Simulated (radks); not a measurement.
Results of a calculation; reference values are marked as such.
All-electron atom: Pr3+ in [Xe] 4f2. Code: a radial shooting solver on a logarithmic mesh with Libxc functionals. Model: scalar-relativistic Kohn-Sham, SCAN, spin-polarised, spherical densities, finite nucleus; open shells are filled with parallel spins first (spin-orbit coupling, left out, can overturn this in heavy ions); meta-GGA in the generalised Kohn-Sham scheme; Fermi nuclear charge, rms radius 4.8919 fm.

Unscreened Slater integrals over Kohn-Sham orbitals (cm^-1). They are taken over the spin-up orbitals.

\begin{tabular}{lr}
integral & value \\ \hline
F0(4f,4f) & 202570 \\
F2(4f,4f) & 95060 \\
F4(4f,4f) & 59380 \\
F6(4f,4f) & 42642 \\
F0(4f,5p) & 138880 \\
F2(4f,5p) & 51841 \\
G2(4f,5p) & 29318 \\
G4(4f,5p) & 22393 \\
F0(4f,5s) & 152920 \\
G3(4f,5s) & 32559 \\
F0(4f,4d) & 231400 \\
F2(4f,4d) & 109440 \\
F4(4f,4d) & 69490 \\
G1(4f,4d) & 129280 \\
G3(4f,4d) & 80547 \\
G5(4f,4d) & 56781 \\
F0(5p,5p) & 118280 \\
F2(5p,5p) & 64195 \\
F0(5p,5s) & 125350 \\
G1(5p,5s) & 84644 \\
F0(5p,4d) & 147100 \\
F2(5p,4d) & 42732 \\
G1(5p,4d) & 12212 \\
G3(5p,4d) & 11901 \\
F0(5s,5s) & 134350 \\
F0(5s,4d) & 163900 \\
G2(5s,4d) & 18142 \\
F0(4d,4d) & 273220 \\
F2(4d,4d) & 139200 \\
F4(4d,4d) & 93129 \\
\end{tabular}

Derived for the open shells (J is the average intra-shell exchange parameter used in DFT+U). 4f: F4/F2 = 0.625, F6/F2 = 0.449, J = (286 F2 + 195 F4 + 250 F6)/6435 = 7681 cm^-1.
